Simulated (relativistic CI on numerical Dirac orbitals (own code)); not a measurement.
Electric-dipole lines of Mn¹⁴⁺

Method of calculation: Dirac-Coulomb-Breit CI, separate exchange-only KLI orbitals for each configuration, a model potential for QED, unscaled Slater integrals (own radial code, finite nucleus).

CI space (outside the closed core [Ne]): 3s, 3p, 3d, 4s, 4p, 4d, 4f, 5s, 5p, 5d, 5f, 5g, 6s, 6p, 6d. Levels of other configurations are missing.

| λ vac (nm) | Lower | Upper | A (s⁻¹) | log gf | S velocity/length |
| --- | --- | --- | --- | --- | --- |
| 4.5250 | 3p 2P°_3/2 [3] | 5d 2D_5/2 [17] | 1.90e+11 | -0.45 | 0.97 |
| 5.3145 | 3d 2D_3/2 [4] | 5f 2F°_5/2 [18] | 2.76e+11 | -0.15 | 0.99 |
| 5.3200 | 3d 2D_5/2 [5] | 5f 2F°_7/2 [19] | 2.95e+11 | 0.00 | 0.99 |
| 6.0851 | 3p 2P°_1/2 [2] | 4d 2D_3/2 [9] | 2.54e+11 | -0.25 | 1.01 |
| 6.1451 | 3p 2P°_3/2 [3] | 4d 2D_5/2 [10] | 3.09e+11 | 0.02 | 1.01 |
| 7.5468 | 3d 2D_3/2 [4] | 4f 2F°_5/2 [11] | 7.22e+11 | 0.57 | 1.00 |
| 7.5569 | 3d 2D_5/2 [5] | 4f 2F°_7/2 [12] | 7.72e+11 | 0.72 | 1.00 |
| 13.897 | 4p 2P°_1/2 [7] | 5d 2D_3/2 [16] | 4.19e+10 | -0.31 | 1.00 |
| 14.015 | 4p 2P°_3/2 [8] | 5d 2D_5/2 [17] | 5.17e+10 | -0.04 | 1.00 |
| 16.386 | 4d 2D_3/2 [9] | 5f 2F°_5/2 [18] | 1.19e+11 | 0.46 | 1.01 |
| 16.407 | 4d 2D_5/2 [10] | 5f 2F°_7/2 [19] | 1.28e+11 | 0.61 | 1.01 |
| 17.891 | 4f 2F°_5/2 [11] | 5g 2G_7/2 [20] | 2.09e+11 | 0.90 | 1.00 |
| 17.899 | 4f 2F°_7/2 [12] | 5g 2G_9/2 [21] | 2.17e+11 | 1.02 | 1.00 |
| 26.516 | 5p 2P°_3/2 [15] | 6d 2D_5/2 [26] | 1.35e+10 | -0.07 | 1.00 |
| 26.883 | 3p 2P°_1/2 [2] | 3d 2D_3/2 [4] | 1.43e+10 | -0.21 | 1.03 |
| 28.004 | 3p 2P°_3/2 [3] | 3d 2D_5/2 [5] | 1.52e+10 | 0.03 | 1.03 |
| 35.883 | 5d 2D_5/2 [17] | 6p 2P°_3/2 [24] | 1.16e+10 | -0.05 | 1.00 |
| 36.032 | 3s 2S_1/2 [1] | 3p 2P°_3/2 [3] | 7.20e+09 | -0.25 | 0.98 |
| 73.245 | 4p 2P°_1/2 [7] | 4d 2D_3/2 [9] | 3.03e+09 | -0.01 | 0.99 |
| 76.383 | 4p 2P°_3/2 [8] | 4d 2D_5/2 [10] | 3.22e+09 | 0.23 | 0.99 |
| 91.329 | 4s 2S_1/2 [6] | 4p 2P°_3/2 [8] | 1.62e+09 | -0.09 | 0.99 |
| 151.89 | 5p 2P°_1/2 [14] | 5d 2D_3/2 [16] | 9.40e+08 | 0.11 | 1.00 |
| 158.43 | 5p 2P°_3/2 [15] | 5d 2D_5/2 [17] | 9.97e+08 | 0.35 | 0.99 |
| 185.66 | 5s 2S_1/2 [13] | 5p 2P°_3/2 [15] | 5.08e+08 | 0.02 | 0.99 |
| 188.41 | 4d 2D_5/2 [10] | 4f 2F°_7/2 [12] | 1.50e+08 | -0.19 | 0.83 |
| 271.45 | 6p 2P°_1/2 [23] | 6d 2D_3/2 [25] | 3.63e+08 | 0.21 | 1.00 |
| 283.14 | 6p 2P°_3/2 [24] | 6d 2D_5/2 [26] | 3.86e+08 | 0.44 | 1.00 |
| 329.45 | 6s 2S_1/2 [22] | 6p 2P°_3/2 [24] | 1.98e+08 | 0.11 | 0.99 |
| 367.51 | 5d 2D_3/2 [16] | 5f 2F°_5/2 [18] | 6.69e+07 | -0.09 | 0.94 |
| 372.17 | 5d 2D_5/2 [17] | 5f 2F°_7/2 [19] | 6.91e+07 | 0.06 | 0.95 |

Terms are leading LS components. Brackets give the number of a level in order of energy, since labels repeat. The list gives strong lines, with weight on those to low levels. Levels whose partners in the same complex of configurations lie outside the list can be far off, and so can their lines. Rates are taken at the computed energies, electric ones in the length gauge. A velocity-to-length ratio far from 1 marks an uncertain rate.

At this charge energies of transitions that change n are usually good to better than 1 %, and those within a shell (Δn = 0) to a few per cent.

Question: From the table, what is the radiative lifetime of 5d 2D_5/2?

Answer: The listed rates from this level add up to about 2.43e+11 s⁻¹, 98 % of its decay; with all channels τ = 4.03e-12 s.
